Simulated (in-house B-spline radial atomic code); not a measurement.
Values are calculated unless marked as measured or tabulated.
**What the choice of pseudopotential does to G0W0 on PBE0: Cu**

All numbers come from an all-electron radial atomic-structure program (B-spline basis), non-relativistic, configuration [Ar] 3d10 4s1, open shells at high spin. Semilocal Troullier-Martins pseudo-atoms, one channel per l, are made with PBE or LDA for several valence sets and radii, with or without a model core, and set against the all-electron atom. One channel fits only the lowest state of its l, so a second state of that l is approximate. All electrons give 4s up: PBE0 -5.367 eV, G0W0 -7.845 eV, 3d down: PBE0 -7.214 eV, G0W0 -10.246 eV. Potentials are made in the ion's own configuration unless the neutral atom is named, and a smooth local potential serves every l without a channel. Potentials that miss their own reference levels by more than 6 millihartree, or need radii over 3.5 bohr, are left out. Columns give pseudo minus all-electron, in eV; a dash marks a level in the core or of low weight.

```tsv
valence	made with	radii (bohr)	model core (bohr)	4s up PBE0	4s up G0W0	3d down PBE0	3d down G0W0
3d 4s	LDA	s 2.30 p 3.40 d 1.81	0.39	-0.27	-0.45	+0.83	+3.44
3d 4s	LDA	s 2.99 p 3.40 d 2.36	0.39	-0.24	-0.43	+0.87	+3.05
3p 3d 4s	LDA	s 2.07 p 0.57 d 1.63	none	-0.14	-0.52	+0.14	+1.00
3p 3d 4s	PBE	s 2.33 p 0.63 d 1.81	none	-0.23	-0.65	+0.28	+1.15
3p 3d 4s	PBE	s 2.67 p 0.72 d 2.08	none	-0.27	-0.75	+0.37	+1.24
3p 3d 4s	LDA	s 2.99 p 0.82 d 2.36	none	-0.22	-0.75	+0.28	+1.13
3p 3d 4s	PBE	s 1.86 p 0.50 d 1.45	0.34	-0.21	-0.59	+0.24	+1.16
3p 3d 4s	PBE	s 2.33 p 0.63 d 1.81	0.34	-0.24	-0.66	+0.30	+1.17
3s 3p 3d 4s	PBE	s 0.49 p 0.50 d 1.45	none	-0.11	-0.15	+0.02	+0.13
3s 3p 3d 4s	LDA	s 0.71 p 0.72 d 2.08	none	+0.01	-0.08	-0.05	+0.02
3s 3p 3d 4s	PBE	s 0.80 p 0.82 d 2.36	none	-0.15	-0.33	+0.18	+0.34
3s 3p 3d 4s	LDA	s 0.49 p 0.50 d 1.45	0.34	-0.01	-0.02	-0.11	-0.01
3s 3p 3d 4s	LDA	s 0.56 p 0.57 d 1.63	0.34	+0.03	+0.01	-0.12	-0.05
3s 3p 3d 4s	LDA	s 0.80 p 0.82 d 2.36	0.34	+0.02	-0.13	-0.11	-0.01
```

Task: How does the G0W0 shift of 4s up, which all sets hold, depend on the valence set?

Result: Mean size: 3s 3p 3d 4s: 0.12 eV; 3d 4s: 0.44 eV; 3p 3d 4s: 0.65 eV. A semicore state feels strong exchange with the other subshells of its n, so the gain is largest when that whole shell is in the valence. A larger valence set can do worse when it takes only part of a shell, whose exchange with the frozen rest is then left to the functional. The means mix radii and the functional used in making the potentials.
